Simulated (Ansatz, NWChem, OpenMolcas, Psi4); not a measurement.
**A small benchmark: dipole moment**

6 molecules; the dipole moment in D, computed less measured. Shapes, held fixed at every level: PBE0-D4/def2-TZVP; SiS at the measured bond length. No vibrational averaging. Dipoles are compared by magnitude; molecules under 1 D, whose direction can flip, are left out. Programs: Ansatz 0.2.0, NWChem 7.3.0, OpenMolcas 26.06, Psi4 1.11. A level may come from different programs for different species; with the same settings they agree closely. Measured values: NIST CCCBDB.

Levels: A = PBE/cc-pVTZ; B = TPSS/cc-pVTZ; C = PBE0/cc-pVTZ.

```tsv
molecule	measured	A	B	C
BrF (bromine fluoride)	1.42	-0.21	-0.20	-0.07
HF (hydrogen fluoride)	1.82	-0.04	-0.03	+0.01
NS (SMILES [N]=S)	1.81	-0.03	-0.09	-0.02
SiS (SMILES [Si-]#[S+])	1.73	-0.24	-0.22	-0.01
HCN (hydrogen cyanide)	2.98	-0.10	-0.07	+0.01
CH3N (methanimine)	2.00	-0.17	-0.14	-0.06
```

Q: Sum up the errors.

A: 
```json
{"level": "PBE/cc-pVTZ", "kind": "GGA", "mean error": "-0.132", "mean absolute error": "0.132", "worst case": "SiS"}
{"level": "TPSS/cc-pVTZ", "kind": "meta-GGA", "mean error": "-0.125", "mean absolute error": "0.125", "worst case": "SiS"}
{"level": "PBE0/cc-pVTZ", "kind": "global hybrid", "mean error": "-0.023", "mean absolute error": "0.030", "worst case": "BrF"}
```

On this set PBE0/cc-pVTZ has the smallest mean absolute error and PBE/cc-pVTZ the largest. PBE/cc-pVTZ is too low in 6 of 6; TPSS/cc-pVTZ is too low in 6 of 6; PBE0/cc-pVTZ is too low in 4 of 6. The largest two are near a tie. Open shells run unrestricted. Relativity is left out for Br. The set is small.
